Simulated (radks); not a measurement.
Task: Numerical settings for neutral krypton, [Kr]. Calculated with a radial shooting solver on a logarithmic mesh with Libxc functionals: Dirac Kohn-Sham, LDA (Slater exchange, Perdew-Wang correlation), spin-unpolarised, spherical densities, finite nucleus; Fermi nuclear charge, rms radius 4.1884 fm. The defaults (mesh step 0.008 in ln r, mesh end at 40 bohr or more with all orbitals vanishing there, Anderson mixing 0.5 over 9 steps, residual threshold near 1e-9 with the energy settled to 1e-9 hartree or 1e-11 of itself, here a cap of 75 iterations) give E = -2787.0332 hartree and 4p3/2 at -9.179 eV in 14 iterations. Run on one thread of a shared host, so times are rough (Arm Neoverse V1): 0.1 s of CPU time, 0.1 s wall, 14 iterations on 2381 mesh points. One setting is changed at a time: mesh step in ln r 0.003; mesh step in ln r 0.05; mesh step in ln r 0.08; mesh end (bohr) 1; mesh end (bohr) 5; residual threshold 1e-16; residual threshold 0.001; mixing 1; linear mixing, mixing 0.05; linear mixing, mixing 1; mixing history 3; iteration cap 8. Which runs fail to converge, and which converge to a wrong energy?

Result: Not converged within the cap: residual threshold 1e-16; linear mixing, mixing 0.05; linear mixing, mixing 1; iteration cap 8. Settled on a wrong energy, with an occupied level pushed above zero by the early mesh end: mesh end (bohr) 1 (+166 hartree). Apart from these: settings that end as converged yet miss the energy by more than 1 mhartree: mesh end (bohr) 5 (+0.0372 hartree).
